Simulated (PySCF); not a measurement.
This script is equivalent to a calculation on Be (beryllium, neutral).

```python
from pyscf import gto, scf, dft, mp, cc
import basis_set_exchange as bse
mol = gto.M(atom="Be 0 0 0", charge=0, spin=0, symmetry="D2h",
            basis=gto.basis.parse(bse.get_basis("pcseg-2", elements=["Be"], fmt="nwchem", header=False)))
mf = scf.UHF(mol)
mf.irrep_nelec = {'Ag': (2, 2)}
mf.kernel()
```

**Question.** What total energy does it give?

**Answer.** -14.57018 hartree (calculated).

**Question.** Which occupied shell lies highest, and where?

**Answer.** 2s, at -8.390 eV.
